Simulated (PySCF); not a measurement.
# Cadmium: a sound run and one with changed settings

Sound run: Cd²⁺ [Kr] 4d10, Cd³⁺ [Kr] 4d9. Calculation: PySCF 2.14, in cc-pVTZ-PP with ECP28MDF (5s5p4d2f1g, 63 functions); a scalar-relativistic core potential. In the sound run the correlated levels freeze 4s2 4p6 outside the core potential. The sound run starts from symmetry-adapted Hartree-Fock orbitals and uses a fine grid where one is needed.

Changed run: initial guess atom, at most 50 SCF cycles.

| species | method | sound run (hartree) | changed run (hartree) | converged |
| --- | --- | --- | --- | --- |
| Cd²⁺ | UHF | -165.99737 | -165.99737 | yes |
| Cd²⁺ | BP86 | -166.86521 | -166.86521 | yes |
| Cd²⁺ | PBE | -166.76838 | -166.76838 | yes |
| Cd²⁺ | MP2 | -166.36018 | -166.36018 | yes |
| Cd³⁺ | UHF | -164.67842 | -164.67842 | yes |
| Cd³⁺ | BP86 | -165.48055 | -165.47351 | no |
| Cd³⁺ | PBE | -165.38691 | -165.38125 | no |
| Cd³⁺ | MP2 | -164.96990 | -164.96990 | yes |

Ionisation energy of Cd²⁺:

| method | sound run (eV) | changed run (eV) |
| --- | --- | --- |
| UHF | 35.890 | 35.890 |
| MP2 | 37.831 | 37.831 |
| SCS-MP2 | 37.614 | 37.614 |

A plain start with occupations fixed only by D2h representation lets s and d (or p and f) orbitals of one representation trade places, so the SCF can reach the same state, another state or none.

For comparison, NIST gives 37.468 ± 0.006 eV between the lowest levels.
